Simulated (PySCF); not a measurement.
Isomers of C5H5F3Si.

All values: CAM-B3LYP/def2-SVPD (PySCF) at GFN2-xTB geometries, gas phase, one conformer each. Core orbitals are frozen in the response; Δα² is half the sum of the squared differences of the principal polarisabilities.

Question: Rank by polarisability anisotropy Δα, lowest first.
A. `[CH2:1]=[CH:2][C:3]1([Si:4]([F:5])([F:6])[F:7])[CH:8]=[CH:9]1` with C1–C2–C3–Si4 -177°
B. `[CH:1]#[C:2][C:3](=[CH2:4])[SiH2:5][C:6]([F:7])([F:8])[F:9]` with C2–C3–Si5–C6 180°
C. `[F:1][CH2:2][Si@:3]1([F:4])[CH:5]=[CH:6][C:7]([F:8])=[CH:9]1` with F1–C2–Si3–F4 180°
D. `C#C/C=C(/C)[Si](F)(F)F`
E. `[CH2:1]=[CH:2][CH2:3][C:4]#[C:5][Si:6]([F:7])([F:8])[F:9]` with C1–C2–C3–C4 -118°
F. `F[Si](F)(F)C1=CCC=C1`

Answer: A (2.84 Å³), C (4.53 Å³), F (5.11 Å³), B (6.26 Å³), E (7.09 Å³), D (7.60 Å³).

Question: Rank by HOMO–LUMO gap, highest first.
A. `[CH:1]#[C:2][SiH2:3]/[CH:4]=[CH:5]\[C:6]([F:7])([F:8])[F:9]` with C2–Si3–C4–C5 163°
B. `[CH2:1]=[CH:2][C:3]1([Si:4]([F:5])([F:6])[F:7])[CH:8]=[CH:9]1` with C1–C2–C3–Si4 -177°
C. `C#C/C=C(\C)[Si](F)(F)F`
D. `[F:1][CH2:2][Si@:3]1([F:4])[CH:5]=[CH:6][C:7]([F:8])=[CH:9]1` with F1–C2–Si3–F4 180°
E. `[CH:1]#[C:2][C:3](=[CH2:4])[SiH2:5][C:6]([F:7])([F:8])[F:9]` with C2–C3–Si5–C6 180°
F. `[CH2:1]=[CH:2][CH2:3][C:4]#[C:5][Si:6]([F:7])([F:8])[F:9]` with C1–C2–C3–C4 -118°

Answer: F (9.83 eV), A (9.40 eV), B (9.11 eV), E (8.39 eV), C (8.13 eV), D (7.33 eV).

All values together:

```csv
SMILES,μ (D),HOMO (eV),LUMO (eV),α (Å³),Δα (Å³)
C=CCC#C[Si](F)(F)F,4.45,-9.59,0.24,11.97,7.09
C#C/C(=C/[SiH3])C(F)(F)F,2.33,-9.08,-0.95,13.37,8.67
F[Si](F)(F)C1=CCC=C1,4.28,-8.48,-0.41,11.12,5.11
C#C[SiH2]/C=C\C(F)(F)F,2.57,-9.80,-0.40,12.61,7.29
C=CC1([Si](F)(F)F)C=C1,3.67,-8.88,0.23,11.11,2.84
FC1=C[Si](F)(F)C=CC1,3.41,-9.59,0.13,11.26,5.32
C#C/C(=C\[SiH3])C(F)(F)F,2.61,-9.16,-0.94,13.02,5.97
C#C/C=C(\C)[Si](F)(F)F,3.37,-8.96,-0.84,12.25,8.52
C#CC(=C)[SiH2]C(F)(F)F,2.56,-8.89,-0.50,12.97,6.26
FC[Si@]1(F)C=CC(F)=C1,1.24,-8.51,-1.18,11.58,4.53
C#C[SiH2]/C=C/C(F)(F)F,2.77,-9.98,-0.13,12.61,4.62
C#C/C=C(/C)[Si](F)(F)F,3.26,-8.85,-0.83,12.07,7.60
```

Conformers: `[CH2:1]=[CH:2][CH2:3][C:4]#[C:5][Si:6]([F:7])([F:8])[F:9]` with C1–C2–C3–C4 -118°; `[CH:1]#[C:2][SiH2:3]/[CH:4]=[CH:5]\[C:6]([F:7])([F:8])[F:9]` with C2–Si3–C4–C5 163°; `[CH2:1]=[CH:2][C:3]1([Si:4]([F:5])([F:6])[F:7])[CH:8]=[CH:9]1` with C1–C2–C3–Si4 -177°; `[CH:1]#[C:2][C:3](=[CH2:4])[SiH2:5][C:6]([F:7])([F:8])[F:9]` with C2–C3–Si5–C6 180°; `[F:1][CH2:2][Si@:3]1([F:4])[CH:5]=[CH:6][C:7]([F:8])=[CH:9]1` with F1–C2–Si3–F4 180°; `[CH:1]#[C:2][SiH2:3]/[CH:4]=[CH:5]/[C:6]([F:7])([F:8])[F:9]` with C2–Si3–C4–C5 7°.
